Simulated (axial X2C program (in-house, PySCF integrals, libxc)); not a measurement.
## ICl: properties at the nuclei

Computed with an axial X2C code built on PySCF integrals: two-component X2C with atomic mean-field Coulomb and Gaunt terms, Gaussian nuclei, basis I dyall-cv3z, Cl dyall-av3z with contracted cores.

R = 2.335 Å (near the PBE0 minimum at charge 0 of the determinant lowest at the starting distance; the state shown can have its own minimum elsewhere).

Input and command:
```json
{"zs": [53, 17], "q": 0, "bas": ["dyall-cv3z", "dyall-av3z"], "r0": 2.32, "levels": ["PBE0", "HF", "BP86", "TPSSh", "BHandHLYP"], "nst": 3}
```
```bash
python soeom.py task.json out
```

Keys: zs atomic numbers; q charge; bas basis sets; r0 starting distance in Å; levels methods; nst determinants followed.

Determinant lowest in the PBE0 search, Ω = 0 (closed shell), highest spinor 73% I p, 21% Cl p, 4% Cl d:

| level | qzz I (a.u.) | qzz Cl (a.u.) | μ (D) |
| --- | --- | --- | --- |
| PBE0 | 18.40 | 4.60 | -1.29 |
| HF | 19.75 | 4.60 | -1.49 |
| BP86 | 17.86 | 4.57 | -1.20 |
| TPSSh | 18.18 | 4.58 | -1.24 |
| BHandHLYP | 19.07 | 4.65 | -1.40 |

Determinant 1.85 eV from it at PBE0 and this distance, Ω = 2 (⟨Sz⟩ = 0.99, ⟨Lz⟩ = 1.01 at PBE0), spin on the atoms I 0.71, Cl 0.29:

| level | Eeff magnitude (GV/cm) | Ws magnitude I (kHz) | A∥/gI I (MHz) | qzz I (a.u.) | A∥/gI Cl (MHz) | qzz Cl (a.u.) | μ (D) |
| --- | --- | --- | --- | --- | --- | --- | --- |
| PBE0 | 13.9 | 4.58 | 925 | 2.34 | 242 | 1.34 | -1.60 |
| HF | 17.6 | 5.79 | 1070 | 0.86 | 231 | 2.02 | -2.41 |
| BP86 | 12.5 | 4.14 | 883 | 2.69 | 244 | 1.15 | -1.28 |
| TPSSh | 13.2 | 4.36 | 897 | 2.60 | 250 | 1.23 | -1.42 |
| BHandHLYP | 14.9 | 4.92 | 1020 | 1.74 | 245 | 1.55 | -1.95 |

Eeff is the effective electric field on the electron electric dipole moment in this Ω state and Ws the scalar–pseudoscalar constant of the nucleus named (defined with the proton number Z and per Ω); A∥ (defined per Ω) follows by multiplying with gI = μI/(I μN); qzz is the electric field gradient, eQq0 = 234.96 MHz × Q/barn × qzz; μ is positive if the Cl end (last atom) is positive. The operators were transformed with the bare-nucleus X2C matrices; with these basis sets, hyperfine constants and field gradients can be off by tens of per cent, and where levels differ in sign neither size nor sign is settled.

**Question.** With Q(127I) = -0.68822 barn, Q(35Cl) = -0.08112 barn (Q from Pyykkö, Mol. Phys. 2018), turn the PBE0 values of the first state into constants in MHz.

**Answer.** eQq0(127I) = 234.96 × (-0.68822) × (18.40) = -2980 MHz; eQq0(35Cl) = 234.96 × (-0.08112) × (4.60) = -87.7 MHz.

Each state is one determinant with collinear spin, which with several unpaired electrons need not be a pure state. Unrestricted Hartree–Fock can overshoot spin polarisation at the nuclei. With several open shells hyperfine constants can be off by a factor of several. Open-shell Ω = 0 determinants with evenly filled partner blocks cannot be reached by this program, so the Ω shown need not be the lowest component. The search compared states at one distance, so a state with another bond length can lie lower. Further determinants of the search, some of them spin-mixed, are not shown. PBE0 term energies can be off by some tenths of an eV.
